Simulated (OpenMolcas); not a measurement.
V²⁺: Racah parameters, worked from levels

```json
{
  "Program": "OpenMolcas",
  "Basis": "ANO-RCC-VDZ [5s4p2d]",
  "Scalar Hamiltonian": "X2C, point nucleus",
  "Active space": "3 electrons in 5 orbitals (3d)",
  "State averaging": "2S+1 = 4 even, 10 roots; 2S+1 = 2 even, 40 roots",
  "Spin-orbit coupling": "state interaction with AMFI integrals over the reference wave functions, term energies averaged over their components"
}
```

Methods: CASSCF; MS-CASPT2, IPEA 0.25 Eh, imaginary shift 0.1 Eh (closed shells correlated: 3s 3p). Measured levels: Sugar and Corliss, J. Phys. Chem. Ref. Data 7, 1191 (1978).

**Racah parameters.** Above 4F, d3 has 4P at 15B, 2G at 4B + 3C and 2H at 9B + 3C. The first two fix B and C, and the third tests them; where it misses by thousands of cm-1, two parameters do not describe the configuration (Trees and configuration-interaction terms are left out) and B and C hang on the terms chosen. Term energies are centres of gravity, weighted by 2J + 1.

```
   Source     4P     2G    B     C   C/B  2H from B, C  2H found
   CASSCF  14612  14700  974  3601  3.70         19569     19482
MS-CASPT2  12019  12398  801  3064  3.83         16401     18902
 measured  11330  11752  755  2910  3.85         15525     16565
```

Energies in cm-1. From CASSCF to MS-CASPT2, B changes by -17.8 % and C by -14.9 %. Against the measured terms, MS-CASPT2 has B off by +6.1 % and C by +5.3 %.

Term energies are means over components that CASPT2 splits; among the terms shown or strongly mixed into the levels shown the widest spread is 550 cm-1 (3d3 4F, MS-CASPT2). Without dynamic correlation excited terms often stand tens of per cent too high (terms of higher spin than the ground term too low), and those without a measured partner can miss by more than the paired ones (holds for CASSCF). Computed and measured levels are paired by configuration, term and J; levels that our copy of the source lacks, or whose pairing is in doubt (as where it misses far off the trend of its configuration), stay unpaired and out of the deviations. Levels of configurations outside the active space are missing.
